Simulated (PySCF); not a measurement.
heptane (C₇H₁₆), singlet, geometry from GFN2-xTB; DF-BP86/6-31G run with PySCF.

Here is a job for PySCF.
```python
from pyscf import gto, scf, dft

mol = gto.M(
    atom='''
C    -3.79657911    0.31018279   -0.09302422
C    -2.52859005   -0.44769433    0.28079844
C    -1.26986507    0.30805409   -0.13814249
C     0.00516824   -0.44508087    0.23306704
C     1.26266402    0.31208889   -0.18659599
C     2.53889349   -0.43962086    0.18384503
C     3.78923514    0.32226845   -0.23815949
H    -4.68021131   -0.24471499    0.21383501
H    -3.84498247    0.46515586   -1.16877900
H    -3.81640519    1.28331727    0.39300469
H    -2.50827188   -0.61047697    1.36091689
H    -2.53684222   -1.42843999   -0.20048809
H    -1.29096536    0.47120627   -1.21843580
H    -1.26239514    1.28916566    0.34296226
H    -0.00246657   -1.42645242   -0.24770391
H     0.02609806   -0.60865296    1.31338885
H     1.27047720    1.29320102    0.29450218
H     1.24190698    0.47524162   -1.26689588
H     2.53185385   -1.42036458   -0.29746470
H     2.56042419   -0.60240157    1.26394028
H     3.79596070    0.47732934   -1.31496902
H     4.68572127   -0.22979326    0.03464170
H     3.82453797    1.29549075    0.24681466
''',
    basis='6-31g',
    verbose=4,
)

mf = dft.RKS(mol)
mf.xc = 'bp86'
mf = mf.density_fit(auxbasis='def2-universal-jkfit')
mf.kernel()
```

Write the output that PySCF gives for this input, abridged.


```
PySCF version 2.14.0

[INPUT] verbose = 4
[INPUT] num. atoms = 23
[INPUT] num. electrons = 58
[INPUT] charge = 0
[INPUT] spin (= nelec alpha-beta = 2S) = 0
[INPUT] symmetry False subgroup None
[INPUT] Mole.unit = angstrom
[INPUT] Symbol           X                Y                Z      unit          X                Y                Z       unit  Magmom
[INPUT]  1 C     -3.796579110000   0.310182790000  -0.093024220000 AA   -7.174494728145   0.586160521653  -0.175790298751 Bohr   0.0
[INPUT]  2 C     -2.528590050000  -0.447694330000   0.280798440000 AA   -4.778342675800  -0.846019671221   0.530632147805 Bohr   0.0
[INPUT]  3 C     -1.269865070000   0.308054090000  -0.138142490000 AA   -2.399697197452   0.582137861652  -0.261051472265 Bohr   0.0
[INPUT]  4 C      0.005168240000  -0.445080870000   0.233067040000 AA    0.009766558146  -0.841080947583   0.440432874263 Bohr   0.0
[INPUT]  5 C      1.262664020000   0.312088890000  -0.186595990000 AA    2.386089185142   0.589762528620  -0.352615317042 Bohr   0.0
[INPUT]  6 C      2.538893490000  -0.439620860000   0.183845030000 AA    4.797813355541  -0.830763024046   0.347416756062 Bohr   0.0
[INPUT]  7 C      3.789235140000   0.322268450000  -0.238159490000 AA    7.160616636178   0.608999109088  -0.450056210066 Bohr   0.0
[INPUT]  8 H     -4.680211310000  -0.244714990000   0.213835010000 AA   -8.844317580992  -0.462444309676   0.404089604744 Bohr   0.0
[INPUT]  9 H     -3.844982470000   0.465155860000  -1.168779000000 AA   -7.265963822054   0.879017180637  -2.208672210143 Bohr   0.0
[INPUT] 10 H     -3.816405190000   1.283317270000   0.393004690000 AA   -7.211960589469   2.425118171225   0.742671229770 Bohr   0.0
[INPUT] 11 H     -2.508271880000  -0.610476970000   1.360916890000 AA   -4.739946899148  -1.153634278654   2.571760200395 Bohr   0.0
[INPUT] 12 H     -2.536842220000  -1.428439990000  -0.200488090000 AA   -4.793937017034  -2.699360366476  -0.378867581337 Bohr   0.0
[INPUT] 13 H     -1.290965360000   0.471206270000  -1.218435800000 AA   -2.439570966701   0.890450798478  -2.302509962365 Bohr   0.0
[INPUT] 14 H     -1.262395140000   1.289165660000   0.342962260000 AA   -2.385581075582   2.436170026594   0.648104742462 Bohr   0.0
[INPUT] 15 H     -0.002466570000  -1.426452420000  -0.247703910000 AA   -0.004661141767  -2.695604403523  -0.468092549884 Bohr   0.0
[INPUT] 16 H      0.026098060000  -0.608652960000   1.313388850000 AA    0.049318185782  -1.150187399306   2.481945221557 Bohr   0.0
[INPUT] 17 H      1.270477200000   1.293201020000   0.294502180000 AA    2.400853955504   2.443795751808   0.556528463287 Bohr   0.0
[INPUT] 18 H      1.241906980000   0.475241620000  -1.266895880000 AA    2.346864064386   0.898076504795  -2.394086241540 Bohr   0.0
[INPUT] 19 H      2.531853850000  -1.420364580000  -0.297464700000 AA    4.784510363926  -2.684100053233  -0.562126814726 Bohr   0.0
[INPUT] 20 H      2.560424190000  -0.602401570000   1.263940280000 AA    4.838500481811  -1.138373984308   2.388500967006 Bohr   0.0
[INPUT] 21 H      3.795960700000   0.477329340000  -1.314969020000 AA    7.173326102612   0.902021723819  -2.484931310088 Bohr   0.0
[INPUT] 22 H      4.685721270000  -0.229793260000   0.034641700000 AA    8.854729896349  -0.434246326671   0.065463325489 Bohr   0.0
[INPUT] 23 H      3.824537970000   1.295490750000   0.246814660000 AA    7.227329316300   2.448122714407   0.466412110928 Bohr   0.0

nuclear repulsion = 309.157794592956
number of shells = 67
number of NR pGTOs = 218
number of NR cGTOs = 95
basis = 6-31g
ecp = {}

******** <class 'pyscf.df.df_jk.DFRKS'> ********
method = DFRKS
initial guess = minao
damping factor = 0
level_shift factor = 0
DIIS = <class 'pyscf.scf.diis.CDIIS'>
diis_start_cycle = 1
diis_space = 8
diis_damp = 0
SCF conv_tol = 1e-09
SCF conv_tol_grad = None
SCF max_cycles = 50
direct_scf = False
XC library pyscf.dft.libxc version 7.1.2
    S. Lehtola, C. Steigemann, M. J. T. Oliveira, and M. A. L. Marques,  SoftwareX 7, 1–5 (2018)
XC functionals = bp86
    A. D. Becke,  Phys. Rev. A 38, 3098 (1988)
    J. P. Perdew,  Phys. Rev. B 33, 8822 (1986)
    J. P. Perdew,  Phys. Rev. B 34, 7406–7406 (1986)
radial grids:
    Treutler-Ahlrichs [JCP 102, 346 (1995); DOI:10.1063/1.469408] (M4) radial grids

becke partition: Becke, JCP 88, 2547 (1988); DOI:10.1063/1.454033
pruning grids: <function nwchem_prune>
grids dens level: 3
symmetrized grids: False
atomic radii adjust function: <function treutler_atomic_radii_adjust>
small_rho_cutoff = 0
Set gradient conv threshold to 3.16228e-05
Initial guess from minao.
tot grids = 255760
init E= -276.417788584602
  HOMO = -0.362232746697382  LUMO = 0.0113534767982297  gap/eV = 10.16580
cycle= 1 E= -276.175390904851  delta_E= 0.242  |g|= 0.691  |ddm|= 3.92
  HOMO = -0.134388891404656  LUMO = 0.115827939920985  gap/eV = 6.80875
cycle= 2 E= -276.038234118002  delta_E= 0.137  |g|= 0.984  |ddm|= 1.93
  HOMO = -0.257756875442671  LUMO = 0.0681960417398026  gap/eV = 8.86963
cycle= 3 E= -276.313797044129  delta_E= -0.276  |g|= 0.0193  |ddm|= 1.18
  HOMO = -0.255951724152428  LUMO = 0.0680510078823053  gap/eV = 8.81656
cycle= 4 E= -276.313860745977  delta_E= -6.37e-05  |g|= 0.0157  |ddm|= 0.0593
  HOMO = -0.256712605372075  LUMO = 0.0675252784671454  gap/eV = 8.82296
cycle= 5 E= -276.313925753265  delta_E= -6.5e-05  |g|= 0.00223  |ddm|= 0.0174
  HOMO = -0.256806213518327  LUMO = 0.067388481714493  gap/eV = 8.82179
cycle= 6 E= -276.313927070467  delta_E= -1.32e-06  |g|= 0.000474  |ddm|= 0.00378
  HOMO = -0.256860359739162  LUMO = 0.0673607236318114  gap/eV = 8.82251
cycle= 7 E= -276.313927149894  delta_E= -7.94e-08  |g|= 0.000192  |ddm|= 0.001
  HOMO = -0.256862743657365  LUMO = 0.0673592161067458  gap/eV = 8.82253
cycle= 8 E= -276.313927158964  delta_E= -9.07e-09  |g|= 5.63e-05  |ddm|= 0.000266
  HOMO = -0.256867609344565  LUMO = 0.0673555517667608  gap/eV = 8.82256
cycle= 9 E= -276.313927159902  delta_E= -9.38e-10  |g|= 4.88e-06  |ddm|= 8.98e-05
  HOMO = -0.256868246455245  LUMO = 0.067354862297583  gap/eV = 8.82256
Extra cycle  E= -276.313927159904  delta_E= -2.84e-12  |g|= 4.22e-06  |ddm|= 2.13e-05
converged SCF energy = -276.313927159904
```
